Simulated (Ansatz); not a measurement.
4 gas-phase steps of group 14 species, written in SMILES but for small gases and atoms, in each of which an atom or small radical leaves or joins (small partners taken up: none; given off: CH3). Reaction energies in kJ/mol, right side less left side, on B3LYP-D3(BJ)/def2-TZVP stationary points reached from drawn starts (curvature not checked).

| row | step | PBE/def2-TZVPP | wB97M-V/def2-TZVPP |
|---|---|---|---|
| 1 | [CH3][Sn]([OH])([OH])[OH] → [OH][Sn]([OH])[OH] (multiplicity 2) + CH3 (multiplicity 2) | 276.1 | 306.4 |
| 2 | [CH3][Ge]([OH])([OH])[OH] → CH3 (multiplicity 2) + [OH][Ge]([OH])[OH] (multiplicity 2) | 337.4 | ? |
| 3 | C[Si](Cl)(Cl)Cl → CH3 (multiplicity 2) + Cl[Si](Cl)Cl (multiplicity 2) | 381.0 | 417.1 |
| 4 | C[Si](O)(O)O → CH3 (multiplicity 2) + O[Si](O)O (multiplicity 2) | 396.1 | 432.8 |

No zero-point or thermal terms; singlets are restricted closed shells; open shells are unrestricted; no spin–orbit coupling. One arrangement of each flexible species, with no search for the lowest.

The values were computed with Ansatz (an electronic-structure program) with Gaussian orbitals. No computed number here is a measurement. Elements past Kr take the def2 small-core potentials, without spin–orbit coupling.

The rows were drawn at random from the listed steps of this kind that kept their bonds on relaxing, hold no state known to be excited and show no strong spin contamination (nor T1 past 0.05 where coupled cluster ran); restricted singlets weren't searched for lower solutions, and sets that span under 5 kcal/mol aren't shown. They stand in the order of the third column.

Q: Fit a straight line y = a + b·x through the complete rows, with x the PBE/def2-TZVPP and y the wB97M-V/def2-TZVPP value, and use it for row 2. How does it compare with the computed value?

A: Means over the 3 complete rows: x 351.07, y 385.43. Σ(x − x̄)(y − ȳ) = 9005.83 and Σ(x − x̄)² = 8544.01, so b = 1.054 and a = 385.43 − 1.054 × (351.07) = 15.40 kJ/mol. The residuals have rms 0.09 and median size 0.09 kJ/mol; without the fit y − x has mean 34.37 and median 36.10 kJ/mol. For row 2 the line gives 15.40 + 1.054 × (337.4) = 371.0 kJ/mol. The computed wB97M-V/def2-TZVPP value is 365.9 kJ/mol, 5.1 kJ/mol below the line. Taking y = x would miss by 28.5 kJ/mol, so here the line does better. wB97M-V/def2-TZVPP is a functional with errors of its own, not an exact or measured value.
